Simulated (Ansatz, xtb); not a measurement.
Species: SnCl2, net charge 1, doublet state. 
Coordinates optimised at B3LYP-D3(BJ)/def2-TZVP (Ansatz, an electronic-structure program):
```
Sn
Cl 1 2.3045
Cl 1 2.3045 2 119.00
```
Charge +1, spin multiplicity 2.

Harmonic wavenumbers from GFN2-xTB (xtb, at its own minimum), cm⁻¹: 45, 281, 291.

Question: Give the harmonic wavenumbers at B3LYP-D3(BJ)/def2-TZVP (Ansatz, finite differences of forces, unscaled).

Answer: 88, 341, 369 cm⁻¹. Zero-point energy 1.1 kcal/mol.

Question: From these and the geometry, give the ideal-gas thermochemistry at 298.15 K and 1 atm (rigid rotor, harmonic oscillator).

Answer: Point group C2v, rotational symmetry number 2. Rotational constants 8.324, 1.808, 1.485 GHz. S(trans) 41.63, S(rot) 25.69, S(vib) 6.01, S(elec, spin only) 1.38, S 74.7 cal/(mol K). H(298) - H(0) 3.29 kcal/mol; G - E(el) -17.8 kcal/mol.
